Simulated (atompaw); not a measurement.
**What the settings do to the PAW (atompaw) potential of Se**

Base potential:

```json
{
 "Element": "Se",
 "Generator": "atompaw 4.2.0.5",
 "Type": "PAW",
 "Functional": "LDA (PW92)",
 "Relativity": "scalar-relativistic",
 "Frozen core": "[Ar]",
 "Valence charge": "16",
 "Reference configuration": "3d10 4s2 4p4",
 "Partial waves": "4s (bound): rc 1.85 bohr; 4s channel at 3.9 Ry: rc 1.85 bohr; 4p (bound): rc 1.85 bohr; 4p channel at -0.05 Ry: rc 1.85 bohr; 3d (bound): rc 1.20 bohr; 3d channel at -0.95 Ry: rc 1.20 bohr; 4f channel at -0.05 Ry: rc 1.85 bohr; 4f channel at 2.7 Ry: rc 1.85 bohr",
 "Local potential": "bessel scheme, radius 1.25 bohr",
 "Core correction": "smooth core density matched at 1.45 bohr",
 "Augmentation charge": "sinc compensation charge, radius 1.55 bohr; PAW radius 1.85 bohr; waves and projectors: custom polynom gramschmidtortho"
}
```

Cutoffs, loose and tight: the cutoffs (Ry, on a coarse ladder) from which the occupation-weighted sum of valence levels, in a spherical-Bessel basis at the reference potential, stays within 10 and 1 mRy of its value at 400 Ry. They see the waves, projectors and local potential, not the compensation charge or the core. A dash means not determined.

A true bound ghost makes a file unfit for plane-wave use even where its test errors are small: the radial tests pick states by their node count and pass the ghost by.

| change | outcome | cutoff, loose | cutoff, tight | bound ghosts |
| --- | --- | --- | --- | --- |
| base | generated | 120 Ry | 180 Ry | none |
| all radii scaled by about 0.75 (s 1.38, p 1.38, d 0.90, f 1.38 bohr); local potential bessel scheme, radius 0.94 bohr; augmentation sinc compensation charge, radius 1.16 bohr; PAW radius 1.38 bohr; waves and projectors: custom polynom gramschmidtortho; core correction smooth core density matched at 1.08 bohr | generated | 200 Ry | over 300 Ry | s, p |
| all radii scaled by about 0.81 (s 1.50, p 1.50, d 0.98, f 1.50 bohr); local potential bessel scheme, radius 1.02 bohr; augmentation sinc compensation charge, radius 1.26 bohr; PAW radius 1.50 bohr; waves and projectors: custom polynom gramschmidtortho; core correction smooth core density matched at 1.18 bohr | generated | 180 Ry | 300 Ry | s, p |
| all radii scaled by about 0.89 (s 1.64, p 1.64, d 1.06, f 1.64 bohr); local potential bessel scheme, radius 1.10 bohr; augmentation sinc compensation charge, radius 1.36 bohr; PAW radius 1.64 bohr; waves and projectors: custom polynom gramschmidtortho; core correction smooth core density matched at 1.28 bohr | generated | 160 Ry | 260 Ry | s |
| all radii scaled by about 0.94 (s 1.74, p 1.74, d 1.12, f 1.74 bohr); local potential bessel scheme, radius 1.18 bohr; augmentation sinc compensation charge, radius 1.46 bohr; PAW radius 1.74 bohr; waves and projectors: custom polynom gramschmidtortho; core correction smooth core density matched at 1.36 bohr | generated | 140 Ry | 230 Ry | none |
| all radii scaled by about 1.05 (s 1.94, p 1.94, d 1.26, f 1.94 bohr); local potential bessel scheme, radius 1.30 bohr; augmentation sinc compensation charge, radius 1.62 bohr; PAW radius 1.94 bohr; waves and projectors: custom polynom gramschmidtortho; core correction smooth core density matched at 1.52 bohr | generated | 100 Ry | 180 Ry | none |
| all radii scaled by about 1.10 (s 2.04, p 2.04, d 1.32, f 2.04 bohr); local potential bessel scheme, radius 1.38 bohr; augmentation sinc compensation charge, radius 1.72 bohr; PAW radius 2.04 bohr; waves and projectors: custom polynom gramschmidtortho; core correction smooth core density matched at 1.60 bohr | generated | 90 Ry | 160 Ry | none |

Task: What comes out with this change to the base: all radii scaled by about 1.24 (s 2.30, p 2.30, d 1.50, f 2.30 bohr); local potential bessel scheme, radius 1.56 bohr; augmentation sinc compensation charge, radius 1.92 bohr; PAW radius 2.30 bohr; waves and projectors: custom polynom gramschmidtortho; core correction smooth core density matched at 1.80 bohr?

Result: outcome: generated; cutoff, loose: 70 Ry; cutoff, tight: 110 Ry; bound ghosts: none.

Task: What comes out with this change to the base: all radii scaled by about 1.30 (s 2.40, p 2.40, d 1.56, f 2.40 bohr); local potential bessel scheme, radius 1.62 bohr; augmentation sinc compensation charge, radius 2.00 bohr; PAW radius 2.40 bohr; waves and projectors: custom polynom gramschmidtortho; core correction smooth core density matched at 1.88 bohr?

Result: outcome: generated; cutoff, loose: 60 Ry; cutoff, tight: 100 Ry; bound ghosts: none.

Task: What comes out with this change to the base: all radii scaled by about 1.16 (s 2.14, p 2.14, d 1.40, f 2.14 bohr); local potential bessel scheme, radius 1.46 bohr; augmentation sinc compensation charge, radius 1.80 bohr; PAW radius 2.14 bohr; waves and projectors: custom polynom gramschmidtortho; core correction smooth core density matched at 1.68 bohr?

Result: outcome: generated; cutoff, loose: 80 Ry; cutoff, tight: 140 Ry; bound ghosts: none.

Reading the sweep of the scale of all radii (base = 1) (base included, trends over the rows without a ghost): The loose cutoff falls from 140 Ry at 0.94 to 60 Ry at 1.3. A larger radius leaves more room for a smooth pseudo-wave, so fewer plane waves are needed; a smaller one forces it to follow the all-electron wave where it bends sharply. Bound ghosts are found at 0.75, 0.81, 0.89.
